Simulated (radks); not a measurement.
Q: These are the eigenvalues of the occupied orbitals of an atom or ion with whole-number occupations (hartree). Calculated with a radial shooting solver on a logarithmic mesh with Libxc functionals: scalar-relativistic Kohn-Sham, LDA (Slater exchange, VWN5 correlation), spin-polarised, spherical densities, finite nucleus; Fermi nuclear charge, rms radius of each element as measured or else 0.836 A^(1/3) + 0.57 fm.

orbital  eigenvalue
1s down   -1918.534
1s up     -1918.534
2s up     -330.4386
2s down   -330.4366
2p up     -295.4239
2p down   -295.4226
3s up     -84.91860
3s down   -84.86752
3p up     -74.11386
3p down   -74.06330
3d up     -59.99064
3d down   -59.95119
4s up     -28.02757
4s down   -27.93178
4p up     -24.34754
4p down   -24.25412
4d up     -19.28732
4d down   -19.19593
4f up     -13.67046

Which element is it, and in what charge state? The configuration may be excited. Open shells, if any, are filled with parallel spins first.

A: Z = 65, terbium, charge +17: Tb17+ in [Kr] 4d10 4f2. The list shows which subshells hold electrons but not how many an open one holds; the 1s level, -1918.5 hartree, gives Z - s = 61.9 by -(Z - s)^2/2, which with screening and relativity narrows Z to a few neighbours, and the depths of the outer levels then fix element, charge and occupations together.
